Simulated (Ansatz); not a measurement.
Start from `F[Si]O[SiH3]` and change one atom or group to get `[SiH]O[SiH3]`.

Ansatz, PBE0-D4/def2-TZVP geometries, multiplicity 1. Each molecule was computed in one conformer, which needn't be the lowest.

| property | `F[Si]O[SiH3]` |
| --- | --- |
| LUMO energy (PBE0/def2-TZVPP) / eV | -1.72 |
| HOMO–LUMO gap (PBE/def2-TZVPP) / eV | 4.04 |
| size of the dipole moment (ωB97M-V/def2-TZVPP) / D | 0.90 |
| ideal-gas entropy at 298 K and 1 bar (rigid rotor, harmonic PBE0-D4/def2-TZVP) / J/(mol·K) | 342 |
| HOMO energy (B3LYP/def2-TZVPP) / eV | -7.56 |
| LUMO energy (PBE/def2-TZVPP) / eV | -2.56 |

(1) What does the change do to each property? (Estimate.)

Answers

(1) Computed: 
```tsv
property	`[SiH]O[SiH3]`	shift
LUMO energy (PBE0/def2-TZVPP) / eV	-2.23	-0.51
HOMO–LUMO gap (PBE/def2-TZVPP) / eV	2.38	-1.66
size of the dipole moment (ωB97M-V/def2-TZVPP) / D	0.65	-0.25
ideal-gas entropy at 298 K and 1 bar (rigid rotor, harmonic PBE0-D4/def2-TZVP) / J/(mol·K)	307	-35
HOMO energy (B3LYP/def2-TZVPP) / eV	-6.39	1.17
LUMO energy (PBE/def2-TZVPP) / eV	-3.09	-0.53
```

With PBE0 the HOMO rises by 1.18 eV and the LUMO falls by 0.51 eV, so the gap narrows by about 1.69 eV. PBE moves the HOMO by 1.13 eV and ωB97M-V by 1.25 eV. Dipoles are sizes alone; their direction can turn. Modes under 60 cm⁻¹, often nearly free rotors, make the harmonic entropy too high.

B3LYP here is the variant with VWN-RPA as its local correlation; programs differ in this.
